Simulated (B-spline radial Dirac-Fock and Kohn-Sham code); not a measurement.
La³⁹⁺: eigenvalues, ΔSCF and the reference

System: La³⁹⁺, [Ne] 3s2 3p6.

The density-functional columns are spherical, spin-unpolarised Dirac-Kohn-Sham results without Breit or QED terms: −ε is minus the orbital energy of the initial state and ΔSCF the difference of two total energies. The reference in the last column comes from relaxed Dirac-Fock hole states (ΔSCF) with Breit and QED corrections and a finite nucleus. All numbers are from a radial B-spline solver, in eV; a selection of levels is shown. The Kohn-Sham columns are given as differences from the reference. For the 1s level of heavy atoms much of the gap between ΔSCF and the reference is the Breit and QED part, -149.2 eV here; for other levels the error of the functional can be larger.

```
     level  LDA −ε − DF  LDA ΔSCF − DF  Dirac-Fock
    K (1s)       -297.3         +137.2     41194.2
   L1 (2s)       -146.0          -41.7      8465.0
L2 (2p1/2)       -112.4          +12.3      8105.5
L3 (2p3/2)       -115.7           +1.4      7689.1
   M1 (3s)        -63.3          -19.3      3195.8
M2 (3p1/2)        -39.3           +7.0      3050.2
M3 (3p3/2)        -40.6           +4.1      2949.3
```

For the outermost level NIST gives 2950 ± 4 eV (theoretical); the differences from it are LDA −ε -41.23, LDA ΔSCF +3.48, Dirac-Fock -0.66 eV.

Values without a named source are computed, but for edge energies of neutral atoms, which are taken from tables.
